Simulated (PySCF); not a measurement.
One of the candidates below gave these computed data.

All candidates are C6H9NS.

- Dipole: 1.20 D [wB97X-D/def2-SVPD]
- Rotational structure: rotational constants A, B, C: 4.022, 1.059, 1.023 GHz [PBE0-D3(BJ)/def2-SVP]
- UV, first state: lowest singlet excitation: 5.53 eV (224 nm, f = 0.000) [TDDFT wB97X-D/def2-SVPD]
- Polarisability: 94.4 au [wB97X-D/def2-SVPD]
- UV, strongest line: among the 6 lowest singlet transitions: S2 at 5.61 eV (221 nm, f = 0.081) [TDDFT wB97X-D/def2-SVPD]

Electronic properties: PySCF, gas phase, density fitting. Levels stand in brackets. Isolated species at its PBE0-D3(BJ)/def2-SVP geometry (one conformer only).

Question: Which candidate is it?
A. `C[C@@H](S)[C@@H]1C[C@@H]1C#N`
B. `C[C@@H]1CC[C@H](C#N)S1`
C. `C=CC[C@@H](C#N)SC`
D. `CC(C)c1cscn1`

Answer: D. It is `CC(C)c1cscn1`. Numbering: `[CH3:1][CH:2]([CH3:3])[c:4]1[cH:5][s:6][cH:7][n:8]1`. Its formula, C6H9NS, gives 3 degrees of unsaturation: 1 ring and 2 π bonds in the structure found (Kekulé form). The optimised geometry has point group Cs and is an asymmetric top.

The others, at the same levels:
- `C[C@@H]1CC[C@H](C#N)S1` fails: its computed lowest singlet excitation is 5.13 eV (242 nm, f = 0.001) (against 5.53 eV), strongest line among the 6 lowest singlet transitions is S3 at 6.40 eV (194 nm, f = 0.021) (against S2 at 5.61 eV) and static isotropic polarisability is 91.2 au (against 94.4 au).
- `C[C@@H](S)[C@@H]1C[C@@H]1C#N` fails: its computed strongest line among the 6 lowest singlet transitions is S6 at 7.67 eV (162 nm, f = 0.056) (against S2 at 5.61 eV), rotational constant A is 2.858 GHz (against 4.022 GHz) and smallest rotational constant is 0.923 GHz (against 1.023 GHz).
- `C=CC[C@@H](C#N)SC` fails: its computed strongest line among the 6 lowest singlet transitions is S5 at 7.24 eV (171 nm, f = 0.343) (against S2 at 5.61 eV), static isotropic polarisability is 97.3 au (against 94.4 au) and rotational constant A is 2.488 GHz (against 4.022 GHz).

Each candidate is one conformer, not necessarily the lowest. Dipoles, sizes and rotational constants follow the conformer. The torsions of the flexible species, by atom-mapped SMILES:
- `[CH3:1][CH:2]([CH3:3])[c:4]1[cH:5][s:6][cH:7][n:8]1`: C1–C2–C4–C5 -118°
- `[CH3:1][C@@H:2]([SH:3])[C@@H:4]1[CH2:5][C@@H:6]1[C:7]#[N:8]`: C1–C2–C4–C5 157°, H–S3–C2–C1 -55°
- `[CH2:1]=[CH:2][CH2:3][C@@H:4]([C:5]#[N:6])[S:7][CH3:8]`: C1–C2–C3–C4 117°, C2–C3–C4–C5 60°, C3–C4–S7–C8 -68°

The conformers of `C[C@@H]1CC[C@H](C#N)S1` aren't listed.
